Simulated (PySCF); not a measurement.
C4H9FSi, SMILES C[C@H]1C[C@@]1(F)[SiH3]. Geometry: PBE0-D3(BJ)/def2-SVP. The structure was generated by enumeration; whether it is a known compound was not checked.

Problem. Give the equilibrium geometry at PBE0-D3(BJ)/def2-SVP (PySCF confirms it by a frequency run) as a Z-matrix. (An estimate is asked for; the answer gives what the named calculation found.)

Solution. 
```
C
F 1 1.3789
C 1 1.5001 2 114.34
H 3 1.0960 1 111.17 2 0.69
C 1 1.5012 2 114.64 3 -66.75
H 5 1.0930 1 115.64 2 -3.89
H 5 1.0947 6 114.95 1 143.81
C 3 1.5047 4 115.01 1 -145.95
H 8 1.1003 3 111.66 4 -179.00
H 8 1.1011 9 107.26 3 -121.40
H 8 1.1013 9 107.87 10 -115.92
Si 1 1.8856 2 110.36 3 148.28
H 12 1.4919 1 108.84 2 54.08
H 12 1.4930 13 109.29 1 120.68
H 12 1.4939 13 109.17 14 119.60
```
